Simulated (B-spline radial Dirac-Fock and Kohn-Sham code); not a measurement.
# Dipole and non-dipole photoemission parameters of Tc 2p1/2

System: the Tc atom, [Kr] 4d5 5s2; threshold 2793.0 eV (tabulated edge). The computed values come from a B-spline atomic structure program: Dirac-Hartree-Slater photoionisation with a Latter tail; cross sections with all multipoles, angular parameters from the dipole term and its interference with E2.

For linearly polarised light dσ/dΩ = σ/(4π) [1 + β P₂(cos θ) + (δ + γ cos²θ) sin θ cos φ], with θ from the polarisation vector and φ the angle between the beam and the projection of the electron momentum on the plane normal to the polarisation.

```
hν (eV)  σ (kb)      β       γ      δ
   3130    74.4  1.239  -0.230  0.005
   3610    51.2  1.389  -0.005  0.020
   3710       ?      ?       ?      ?
   4160    35.0  1.433   0.226  0.031
   5120    19.8  1.433   0.544  0.044
 8047.8    5.31  1.326   1.158  0.081
   9070    3.70  1.285   1.306  0.094
  13700    1.03  1.118   1.769  0.156
  15000   0.772  1.078   1.860  0.174
```

Question: Give the values at 3710 eV.

Answer: σ = 47.6 kb, β = 1.403, γ = 0.040, δ = 0.023.
